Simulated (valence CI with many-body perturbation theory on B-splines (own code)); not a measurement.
Ce⁵¹⁺: E2, E3, M1, M2 decay

Method: relativistic CI+MBPT: five valence electrons over a frozen Dirac-Fock core [He], a basis of 9 s, 9 p, 8 d, 6 f, 3 g, 1 h functions for each j, with the one-electron correlation potential Σ1 (screened to all orders), the two-electron term Σ2, the three-electron term Σ3, Breit, model QED; selected single and double excitations, second order for the rest (own B-spline code, finite nucleus).

No measured spectrum was set against this ion. As an estimate, large intervals hold to a few tenths of a per cent, small ones and those within an open d or f shell to about a per cent. Among the levels kept, up to 1200 cm⁻¹ of a level comes from second order outside the variational space, and about a tenth of that is noise between levels of different J, which matters for small intervals.

Lines 1 to 43 of 43 in falling wavelength, among levels below 6342.0 eV, chosen from the decays that carry over 1 % of a level's rate. Wavelengths and rates use the calculated energies. Electric multipoles are in the length gauge, E1 and E2 with the static RPA response of the core. Weak lines are less certain than strong ones. Lines between different terms over intervals too small for the method are left out, as are lines whose strength nearly cancels. The highest levels of a list are the least certain.

Levels are named by their leading jj configuration (3d3/2^4 stands for four electrons in 3d with j = 3/2), which in mixed levels can hold well under half, so a name can repeat and another be missing. Letters in brackets count levels of one name in rising energy.

| λ vac (nm) | Upper | Lower | Type | A (s⁻¹) | Branch % |
| --- | --- | --- | --- | --- | --- |
| 2.763 | (2s^2 2p1/2 2p3/2^2) J=3/2 | (2s^2 2p1/2^2 2p3/2) J=3/2 | M1 | 8.97e+08 | 99.9 |
| 2.755 | (2s^2 2p3/2^3) J=3/2 | (2s^2 2p1/2 2p3/2^2) J=1/2 | M1 | 2.20e+08 | 8.5 |
| 2.639 | (2s^2 2p1/2 2p3/2^2) J=5/2 | (2s^2 2p1/2^2 2p3/2) J=3/2 | M1 | 1.52e+08 | 98.7 |
| 2.639 | (2s^2 2p1/2 2p3/2^2) J=5/2 | (2s^2 2p1/2^2 2p3/2) J=3/2 | E2 | 1.92e+06 | 1.3 |
| 2.556 | (2s^2 2p3/2^3) J=3/2 | (2s^2 2p1/2 2p3/2^2) J=5/2 | M1 | 2.71e+08 | 10.5 |
| 2.456 | (2s^2 2p1/2 2p3/2^2) J=1/2 | (2s^2 2p1/2^2 2p3/2) J=3/2 | M1 | 5.61e+08 | 99.7 |
| 2.450 | (2s^2 2p3/2^3) J=3/2 | (2s^2 2p1/2 2p3/2^2) J=3/2 | M1 | 1.10e+09 | 42.8 |
| 0.2517 | (2s^2 2p1/2 2p3/2 3d5/2) J=9/2 | (2s 2p1/2 2p3/2^3) J=5/2 | E2 | 6.36e+08 | 1.9 |
| 0.2317 | (2s^2 2p1/2 2p3/2 3p1/2) J=3/2 [a] | (2s^2 2p1/2 2p3/2^2) J=1/2 | E2 | 6.10e+10 | 11.4 |
| 0.2311 | (2s^2 2p1/2 2p3/2 3p1/2) J=5/2 | (2s^2 2p1/2 2p3/2^2) J=1/2 | E2 | 1.10e+11 | 15.2 |
| 0.2309 | (2s 2p1/2^2 2p3/2 3p1/2) J=3/2 [b] | (2s 2p1/2^2 2p3/2^2) J=3/2 | E2 | 3.26e+11 | 1.0 |
| 0.2304 | (2s^2 2p1/2 2p3/2 3p1/2) J=1/2 | (2s^2 2p1/2 2p3/2^2) J=5/2 | E2 | 1.28e+11 | 24.2 |
| 0.2299 | (2s^2 2p1/2 2p3/2 3p1/2) J=3/2 [b] | (2s^2 2p1/2 2p3/2^2) J=1/2 | E2 | 4.68e+10 | 2.5 |
| 0.2298 | (2s^2 2p1/2^2 3p1/2) J=1/2 | (2s^2 2p1/2^2 2p3/2) J=3/2 | E2 | 5.92e+11 | 80.6 |
| 0.2296 | (2s^2 2p1/2 2p3/2 3p1/2) J=5/2 | (2s^2 2p1/2 2p3/2^2) J=5/2 | E2 | 3.38e+11 | 46.8 |
| 0.2295 | (2s^2 2p1/2 2p3/2 3p1/2) J=1/2 | (2s^2 2p1/2 2p3/2^2) J=3/2 | E2 | 1.91e+11 | 36.0 |
| 0.2293 | (2s^2 2p1/2 2p3/2 3p1/2) J=3/2 [a] | (2s^2 2p1/2 2p3/2^2) J=3/2 | E2 | 3.70e+11 | 69.0 |
| 0.2287 | (2s^2 2p1/2 2p3/2 3p1/2) J=5/2 | (2s^2 2p1/2 2p3/2^2) J=3/2 | E2 | 8.36e+10 | 11.5 |
| 0.2285 | (2s^2 2p1/2 2p3/2 3p1/2) J=3/2 [b] | (2s^2 2p1/2 2p3/2^2) J=5/2 | E2 | 3.33e+11 | 17.9 |
| 0.2249 | (2s 2p1/2^2 2p3/2 3p3/2) J=7/2 | (2s 2p1/2^2 2p3/2^2) J=5/2 | E2 | 1.84e+11 | 7.5 |
| 0.2245 | (2s 2p1/2^2 2p3/2 3p3/2) J=1/2 [b] | (2s 2p1/2^2 2p3/2^2) J=3/2 | E2 | 3.30e+11 | 4.3 |
| 0.2245 | (2s^2 2p1/2 2p3/2 3p3/2) J=1/2 [a] | (2s^2 2p1/2 2p3/2^2) J=5/2 | E2 | 5.40e+10 | 2.8 |
| 0.2245 | (2s^2 2p1/2 2p3/2 3p3/2) J=5/2 [b] | (2s^2 2p1/2 2p3/2^2) J=1/2 | E2 | 1.13e+11 | 7.4 |
| 0.2242 | (2s^2 2p1/2 2p3/2 3p3/2) J=3/2 [a] | (2s^2 2p1/2 2p3/2^2) J=5/2 | E2 | 1.46e+11 | 1.9 |
| 0.2239 | (2s^2 2p1/2 2p3/2 3p3/2) J=7/2 | (2s^2 2p1/2 2p3/2^2) J=5/2 | E2 | 2.02e+11 | 27.2 |
| 0.2237 | (2s^2 2p1/2^2 3p3/2) J=3/2 | (2s^2 2p1/2^2 2p3/2) J=3/2 | E2 | 2.96e+11 | 41.4 |
| 0.2236 | (2s^2 2p1/2 2p3/2 3p3/2) J=1/2 [a] | (2s^2 2p1/2 2p3/2^2) J=3/2 | E2 | 1.83e+11 | 9.5 |
| 0.2231 | (2s^2 2p1/2 2p3/2 3p3/2) J=7/2 | (2s^2 2p1/2 2p3/2^2) J=3/2 | E2 | 2.33e+10 | 3.1 |
| 0.2227 | (2s^2 2p1/2 2p3/2 3p3/2) J=1/2 [b] | (2s^2 2p1/2 2p3/2^2) J=5/2 | E2 | 3.22e+11 | 1.7 |
| 0.2219 | (2s^2 2p1/2 2p3/2 3p3/2) J=1/2 [b] | (2s^2 2p1/2 2p3/2^2) J=3/2 | E2 | 1.96e+11 | 1.1 |
| 0.2214 | (2s 2p1/2^2 2p3/2 3p3/2) J=1/2 [b] | (2s 2p1/2^2 2p3/2^2) J=5/2 | E2 | 1.09e+11 | 1.4 |
| 0.2206 | (2s 2p1/2^2 2p3/2 3d5/2) J=9/2 | (2s 2p1/2^2 2p3/2^2) J=5/2 | M2 | 9.73e+09 | 22.8 |
| 0.2206 | (2s 2p1/2^2 2p3/2 3d5/2) J=9/2 | (2s 2p1/2^2 2p3/2^2) J=5/2 | E3 | 5.30e+08 | 1.2 |
| 0.2194 | (2s^2 2p1/2 2p3/2 3d5/2) J=9/2 | (2s^2 2p1/2 2p3/2^2) J=5/2 | M2 | 9.52e+09 | 28.3 |
| 0.2194 | (2s^2 2p1/2 2p3/2 3d5/2) J=9/2 | (2s^2 2p1/2 2p3/2^2) J=5/2 | E3 | 5.76e+08 | 1.7 |
| 0.2123 | (2s 2p1/2^2 2p3/2 3d5/2) J=9/2 | (2s^2 2p1/2 2p3/2^2) J=5/2 | E2 | 1.50e+09 | 3.5 |
| 0.2069 | (2s^2 2p1/2 2p3/2 3p3/2) J=1/2 [a] | (2s^2 2p1/2^2 2p3/2) J=3/2 | E2 | 1.13e+11 | 5.9 |
| 0.2067 | (2s^2 2p1/2 2p3/2 3p3/2) J=3/2 [a] | (2s^2 2p1/2^2 2p3/2) J=3/2 | E2 | 2.00e+11 | 2.6 |
| 0.2064 | (2s^2 2p1/2 2p3/2 3p3/2) J=7/2 | (2s^2 2p1/2^2 2p3/2) J=3/2 | E2 | 2.82e+11 | 38.0 |
| 0.2057 | (2s^2 2p1/2 2p3/2 3p3/2) J=5/2 [b] | (2s^2 2p1/2^2 2p3/2) J=3/2 | E2 | 1.82e+11 | 12.0 |
| 0.2026 | (2s^2 2p1/2 2p3/2 3d5/2) J=9/2 | (2s^2 2p1/2^2 2p3/2) J=3/2 | E3 | 1.14e+09 | 3.4 |
| 0.1975 | (2s 2p1/2^2 2p3/2 3d3/2) J=5/2 | (2s^2 2p1/2^2 2p3/2) J=3/2 | E2 | 5.26e+11 | 1.0 |
| 0.1973 | (2s 2p1/2^2 2p3/2 3d3/2) J=7/2 | (2s^2 2p1/2^2 2p3/2) J=3/2 | E2 | 6.58e+11 | 61.7 |
